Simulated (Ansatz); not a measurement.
Saddle point of Si$_{4}$H$_{11}$OF, closed shell (Si₄H₉F ([F][Si]([SiH3])([SiH3])[SiH3]) + H₂O → Si₃H₇OF ([OH][Si]([F])([SiH3])[SiH3]) + SiH₄; bonds formed: Si1–O7, Si2–H6; bonds broken: Si1–Si2, H6–O7), PBE0-D4/def2-TZVP structure:

Si1  (-0.252, 0.955, -0.016)
Si2  (1.128, -1.539, 0.302)
Si3  (0.095, 0.534, -2.293)
Si4  (-1.812, -0.147, 1.328)
F5  (-0.793, 2.499, 0.042)
H6  (1.484, 0.400, 0.966)
O7  (1.286, 1.449, 0.858)
H8  (2.525, -1.849, -0.150)
H9  (0.862, -2.428, 1.478)
H10  (0.250, -2.069, -0.792)
H11  (-0.040, 1.806, -3.054)
H12  (1.440, -0.044, -2.542)
H13  (-0.949, -0.420, -2.747)
H14  (-1.883, -1.593, 1.008)
H15  (-1.353, 0.026, 2.737)
H16  (-3.166, 0.459, 1.200)
H17  (1.180, 1.962, 1.673)
(Å)

Energies are electronic, without zero-point energy. Barriers and step energies count from the start structure reached by relaxing down the imaginary mode; all methods use the PBE0-D4 structures, on which another method's saddle can fall below an end. Computed with Ansatz 0.2.0 (basis: def2-TZVPP, with def2-QZVPP for the basis limit); correlated methods freeze the cores. B3LYP uses VWN-RPA correlation. Extrapolation: Hartree–Fock as exp(−7.88 √X), correlation as X^−2.97.

| method | barrier (kJ/mol) | step energy (kJ/mol) |
| --- | --- | --- |
| SPW92 | 89.0 | -69.4 |
| PBE-D4 | 122.7 | -65.9 |
| BLYP-D4 | ? | -84.0 |
| r2SCAN-D4 | 134.6 | -81.1 |
| B97M-V | ? | -81.8 |
| PBE0-D4 | 137.1 | -71.6 |
| B3LYP-D4 | 149.9 | -87.5 |
| r2SCAN0-D4 | 143.3 | -83.4 |
| BHLYP-D4 | 166.9 | -94.6 |
| CAM-B3LYP-D4 | 155.2 | -94.7 |
| wB97X-V | 156.7 | -87.7 |
| wB97M-V | 142.3 | -90.5 |
| B2PLYP | ? | -89.9 |
| PBE-QIDH | 150.2 | -81.2 |
| RPA on PBE | 157.9 | -89.1 |
| HF | 219.4 | -110.1 |
| MP2 | 152.4 | -90.7 |
| CCSD | 169.0 | -90.6 |
| CCSD(T) | 157.5 | -87.2 |

Q: Fill in the withheld barriers. (Judge from chemistry; the value comes from the calculation.)

A: The calculation gives: B2PLYP 160.0; BLYP-D4 139.0; B97M-V 149.5 kJ/mol. Each is the energy of the saddle less that of the start structure, by the same method.

For comparison, the barrier by CCSD(T) at an estimated basis limit (MP2 extrapolated from triple and quadruple zeta, plus CCSD(T) − MP2 in triple zeta) is 156.2 kJ/mol.

T1 diagnostic: at most 0.015.

Labels in which every atom is bracketed show which atoms are joined, not bond orders.

For scale, one of the runs: CCSD(T)/def2-TZVPP, 384 basis functions, launched by `ansatz run in.yaml --threads 4 --pin off --events-out ev --progress --plain --max-ram 41984MiB --backend cuda --devices 0, --max-vram 37GiB`. The run took 9.5 s on 4 CPU threads of an AMD EPYC 7R13 and a share of one NVIDIA H100 (shared host), with 0.89 GiB of host memory at its peak.
